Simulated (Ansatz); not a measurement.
Cartesian coordinates (Å):
```xyz
4

F     -1.3989    -1.3326    -0.0049
In    -0.0002    -0.0002     0.0000
F     -0.4539     1.8775    -0.0143
F      1.8531    -0.5448     0.0192
```
Charge 0, spin multiplicity 1.

These are Ansatz (a quantum-chemistry and plane-wave program) with frozen-core CCSD(T)/def2-TZVPP // B3LYP-D3(BJ)/def2-TZVP values and carry that method's errors.

```
Quantity                       Result
----------------------  -------------
HF energy               -487.73850 Ha
MP2 correlation energy    -1.02957 Ha
```

### Question
Estimate the CCSD correlation energy, the (T) correction, the total energy and the T1 diagnostic.

### Answer

```json
{
  "CCSD correlation energy": "-1.01752 Ha",
  "(T) correction": "-0.03068 Ha",
  "CCSD(T) total energy": "-488.78670 Ha",
  "T1 diagnostic": "0.018"
}
```
